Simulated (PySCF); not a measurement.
This PySCF input asks for the NMR shieldings of SMILES C[C@@H]1[SiH2][N]([AlH2])[Si@@H]1N, C2H11AlN2Si2; the geometry comes from GFN2-xTB.

```python
import basis_set_exchange as bse
import numpy as np
from pyscf import gto, dft
from pyscf.prop import nmr

atoms = """
C    -2.305821   -0.642021   -0.472302
C    -0.995143   -0.105349   -1.033247
Si    0.533308   -1.261124   -1.014746
N     1.375416   -0.023324   -0.069313
Al    3.002463    0.117429    0.661265
Si    0.009445    1.123566    0.038627
N    -0.674088    1.401930    1.592784
H    -2.151989   -1.115178    0.494872
H    -3.027853    0.162999   -0.344673
H    -2.736338   -1.384165   -1.143950
H    -1.192141    0.298781   -2.026905
H     1.189204   -1.510750   -2.299306
H     0.368780   -2.505336   -0.257586
H     4.189805    0.766530   -0.087892
H     3.271580   -0.356675    2.112754
H     0.365885    2.439600   -0.486315
H    -0.163749    1.982680    2.237421
H    -1.067522    0.616725    2.086854
"""
names = dict.fromkeys(["C", "Si", "N", "Al", "H"], "pcSseg-1")
basis = {el: gto.basis.parse(bse.get_basis(n, elements=[el], fmt="nwchem")) for el, n in names.items()}
mol = gto.M(atom=atoms, basis=basis, charge=0, verbose=0)
mf = dft.RKS(mol, xc="PBE0")
mf.grids.level = 2
mf.grids.alignment = dft.numint.BLKSIZE   # the property module wants whole blocks of grid points
mf.conv_tol = 1e-9
mf.kernel()

calc = nmr.RKS(mf)   # GIAO
C = mf.mo_coeff
Co = C[:, mf.mo_occ > 0]
resp = mf.gen_response(singlet=True, hermi=2)
def vind(x):   # induced exchange potential for any number of trial vectors
    d = np.einsum("pi,xij,qj->xpq", C, 2 * x.reshape(-1, C.shape[1], Co.shape[1]), Co, optimize=True)
    return np.einsum("xpq,pi,qj->xij", resp(d - d.transpose(0, 2, 1)), C, Co, optimize=True).ravel()
mo1, _ = nmr.rhf.solve_mo1(calc, with_cphf=vind)
sigma = calc.kernel(mo1)
for i, s in enumerate(sigma):   # ppm
    w = np.linalg.eigvalsh((s + s.T) / 2)
    print("%2d %-2s iso %8.1f  s11 %8.1f  s22 %8.1f  s33 %8.1f" % (i, mol.atom_pure_symbol(i), w.mean(), *w))
```

Q: What does it print?

A: 
```
 0 C  iso    174.3  s11    166.0  s22    170.9  s33    185.9
 1 C  iso    165.2  s11    125.7  s22    182.8  s33    187.0
 2 Si iso    370.2  s11    337.1  s22    362.7  s33    410.9
 3 N  iso    172.5  s11    127.8  s22    156.7  s33    233.1
 4 Al iso    325.1  s11    270.4  s22    323.0  s33    381.9
 5 Si iso    363.3  s11    323.3  s22    360.9  s33    405.6
 6 N  iso    223.7  s11    201.1  s22    224.8  s33    245.3
 7 H  iso     30.4  s11     26.4  s22     29.5  s33     35.4
 8 H  iso     30.2  s11     25.5  s22     27.8  s33     37.2
 9 H  iso     30.2  s11     25.1  s22     27.8  s33     37.8
10 H  iso     29.8  s11     25.6  s22     29.5  s33     34.4
11 H  iso     26.3  s11     23.1  s22     24.0  s33     31.6
12 H  iso     26.4  s11     23.4  s22     24.3  s33     31.5
13 H  iso     26.6  s11     23.6  s22     24.4  s33     31.7
14 H  iso     26.6  s11     23.5  s22     24.9  s33     31.3
15 H  iso     26.3  s11     22.6  s22     24.3  s33     31.9
16 H  iso     30.6  s11     24.3  s22     26.3  s33     41.4
17 H  iso     30.2  s11     23.7  s22     28.0  s33     38.9
```

These numbers come from an equivalent density-fitted implementation of the same equations, which agrees with the script to about 0.01 ppm for H and up to a few tenths of a ppm for heavy atoms, so last digits may differ.

Size and cost of the density-fitted run: 195 basis functions, 63 s wall time on 1 thread of an Arm Neoverse N1, shared host; peak memory 0.88 GiB.
